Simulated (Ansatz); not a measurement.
Basis-set extrapolation for `[Cl][Al@H-]1[SH+][Al@@H-]([Cl])[SH+]1` (PBE0-D4/def2-TZVP geometry, frozen core, Ansatz 0.2.0). Multiplicity 1, RHF reference.

```tsv
	def2-TZVPP	def2-QZVPP
HF	-2200.579182	-2200.640849
MP2 correlation	-0.901292	-0.986903
CCSD(T) correlation	-1.025386	not run
```

Energies in hartree. Use E(X) = E(∞) + A·exp(−7.88·√X) for Hartree–Fock and E(X) = E(∞) + B·X^(−2.97) for correlation, with X = 3 and 4, and add CCSD(T) minus MP2 of the smaller set to the MP2 limit.

**Question.** What is the CCSD(T) energy at the basis-set limit?

**Answer.** HF limit: -2200.640849 + (-0.061667) × 0.13774 = -2200.64934. MP2 limit: -0.986903 + (-0.085611) × 0.74074 = -1.05032. Higher-order term: -1.025386 − (-0.901292) = -0.12409. Total: -2201.82375 hartree, 137.5 kcal/mol below CCSD(T)/def2-TZVPP.
